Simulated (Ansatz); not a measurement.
C2H9InSi, SMILES `[CH3][In]([CH3])[SiH3]`, relaxed with RKS PBE-D4/def2-SVP in the Gaussian-basis code of Ansatz from a rough embedded geometry. The force threshold is 0.03 eV/Å; the program also tests the step.

Charge 0, multiplicity 1. In: def2 effective core potential.

Start:

```xyz
13

C    -1.433    1.007    0.085
In   -0.056    0.153   -0.055
C     0.756   -0.784   -1.411
Si    0.646   -0.489    1.449
H    -2.061    1.577    0.895
H    -1.010    1.819   -0.578
H    -2.130    0.376   -0.499
H     1.571   -1.515   -1.688
H     0.954    0.196   -1.963
H    -0.175   -1.231   -1.847
H    -0.089   -0.257    2.719
H     1.528    0.739    1.263
H     1.500   -1.592    1.629
```

Problem. By how much does the energy fall, and how many steps does the optimiser take? (Best estimate.)

Solution. Ansatz gave: 345.75 kcal/mol, in 11 steps, 1 of them rejected.

Problem. Which bonds change most? (Best estimate.)

Solution. Computed: In2–Si4 from 1.780 to 2.613 Å; C1–In2 from 1.626 to 2.194 Å; In2–C3 from 1.837 to 2.194 Å; Si4–H13 from 1.407 to 1.510 Å.

Problem. Give the relaxed structure. (Estimate.)

Solution. Computed: 
```xyz
13

C    -1.861    1.282   -0.222
In   -0.082    0.001   -0.118
C     0.688   -0.843   -1.991
Si    1.122   -0.450    2.156
H    -2.229    1.562    0.783
H    -1.608    2.206   -0.781
H    -2.668    0.761   -0.776
H     1.504   -1.570   -1.813
H     1.074   -0.020   -2.627
H    -0.133   -1.342   -2.544
H     0.188   -0.398    3.341
H     2.184    0.600    2.395
H     1.821   -1.788    2.196
```
